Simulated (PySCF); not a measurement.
F²⁺: excitation energy

F²⁺ [He] 2s2 2p3 (4S) → F²⁺ [He] 2s2 2p2 3s1 (4P), as a difference of total energies. All numbers are calculated (PySCF 2.14, no relativity, point nucleus, in aug-cc-pVTZ (5s4p3d2f, 46 functions)). Correlated levels: valence: 1s2 frozen. The calculations carry no spin-orbit coupling.

| method | excitation energy (eV) |
| --- | --- |
| UHF | 39.442 |
| LDA | 39.710 |
| PBE | 39.360 |
| PBE0 | 39.562 |
| r2SCAN | 40.102 |
| wB97X-V | 39.424 |
| r2SCAN0 | 40.061 |
| M06-2X | 39.537 |
| revPBE | 39.359 |
| MP2 (valence) | 39.700 |
| SCS-MP2 (valence) | 39.492 |

Problem. How much does correlation contribute at MP2 (valence)?

Solution. 39.700 − (39.442) = 0.258 eV, measured against UHF.

A first-order spin-orbit estimate (lowest level to lowest level, LS coupling) adds -0.044 eV.

The promoted electron is Rydberg-like, and one or two diffuse shells describe it only roughly, which tends to raise the upper state.
